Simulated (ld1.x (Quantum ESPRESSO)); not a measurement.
## Which change was made? (Ge, TM)

ld1.x (Quantum ESPRESSO) 7.5 input, shortened:

```
&input
   title='Ge', zed=32., rel=1, dft='PBE', iswitch=3,
   config='[Ar] 3d10 4s2 4p1.5'
 /
 &inputp
   pseudotype=2, tm=.true., lloc=0,
   nlcc=.true., new_core_ps=.true., rcore=1.55
 /
2
4P  2  1   1.50   0.00  1.50  1.50  0.0
4S  1  0   2.00   0.00  1.90  1.90  0.0
 &test
   configts(1)='4s2 4p1.5'
 /
```

Cutoffs, loose and tight: the cutoffs (Ry, on a coarse ladder) from which the occupation-weighted sum of valence levels, in a spherical-Bessel basis at the reference potential, stays within 10 and 1 mRy of its value at 400 Ry. They do not see the model core or the augmentation charge, which bear on the density cutoff. Test errors are all-electron minus pseudo excitation energies from the reference, over the configurations 4s2 4p2; 4s2 4p1; 4s2 4p0; 4s1 4p0; 4s1 4p3; 4s2 4p2.3; 4s0 4p4; variants that change the core or the reference have their own tests. The largest error is taken over the tests solved by every variant that gives reliable tests at all, those not shown here included: 4s0 4p4; 4s1 4p0; 4s1 4p3; 4s2 4p0; 4s2 4p1; 4s2 4p2.3.

The base gives: outcome: generated; cutoff, loose: 35 Ry; cutoff, tight: 60 Ry; bound ghosts: p; largest test error (meV): -227.

Task: After one change the result is: outcome: generated; cutoff, loose: 260 Ry; cutoff, tight: 300 Ry; bound ghosts: p; largest test error (meV): -246. Which change was it?
A. all radii but the core radius scaled by about 0.94 (s 1.78, p 1.40 bohr)
B. all radii but the core radius scaled by about 1.39 (s 2.64, p 2.08 bohr)
C. all radii but the core radius scaled by about 0.75 (s 1.42, p 1.12 bohr)
D. all radii but the core radius scaled by about 1.20 (s 2.28, p 1.80 bohr)
E. all radii but the core radius scaled by about 0.83 (s 1.58, p 1.24 bohr)

Result: C. The others give: all radii but the core radius scaled by about 1.20 (s 2.28, p 1.80 bohr) → outcome: generated; cutoff, loose: 15 Ry; cutoff, tight: 30 Ry; bound ghosts: none; largest test error (meV): -220 | all radii but the core radius scaled by about 0.83 (s 1.58, p 1.24 bohr) → outcome: generated; cutoff, loose: 140 Ry; cutoff, tight: 200 Ry; bound ghosts: p; largest test error (meV): -240 | all radii but the core radius scaled by about 1.39 (s 2.64, p 2.08 bohr) → outcome: generated; cutoff, loose: 18 Ry; cutoff, tight: 21 Ry; bound ghosts: p; largest test error (meV): -299 | all radii but the core radius scaled by about 0.94 (s 1.78, p 1.40 bohr) → outcome: generated; cutoff, loose: 50 Ry; cutoff, tight: 70 Ry; bound ghosts: p; largest test error (meV): -231.
